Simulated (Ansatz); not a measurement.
An input meant for In₉Ga (charge 0, singlet; atoms displaced at random, 0.03 Å in each coordinate).

```yaml
crystal:
  periodic: [false, false, false]
  atoms:
    - {symbol: Ga, position_ang: [0.186542, -0.204061, -0.202354]}
    - {symbol: In, position_ang: [-3.644096, 1.963557, -5.257272]}
    - {symbol: In, position_ang: [-0.521629, 2.895359, -4.849870]}
    - {symbol: In, position_ang: [-2.781828, 0.298771, -2.512380]}
    - {symbol: In, position_ang: [-2.552177, 3.448064, -2.631115]}
    - {symbol: In, position_ang: [-2.482785, -1.334978, 0.068482]}
    - {symbol: In, position_ang: [0.041420, -1.344273, -2.696288]}
    - {symbol: In, position_ang: [-1.293655, 2.128603, -0.230512]}
    - {symbol: In, position_ang: [0.672133, 1.648549, -2.513762]}
    - {symbol: In, position_ang: [-1.235447, -0.040339, -5.141761]}
basis:
  gaussian: {orbitals: STO-3G}
hamiltonian: {xc: {name: HF}}
correlation: {method: mp2, frozen_orbitals: {Ga: 9}}
accuracy: high
scf: {lower_state_search: off}
```

```sh
$ ansatz run in.yaml --threads 4 --pin off --events-out ev --progress --plain --max-ram 6963MiB
```

Q: Predict how Ansatz answers.

A: The program refused the input. Frozen orbitals are typed for one element alone, and the program wants a count for each (the count typed has to fit that element's core, too).
```
Functional definition: HF
Error: "frozen_orbitals" has no count for In
```
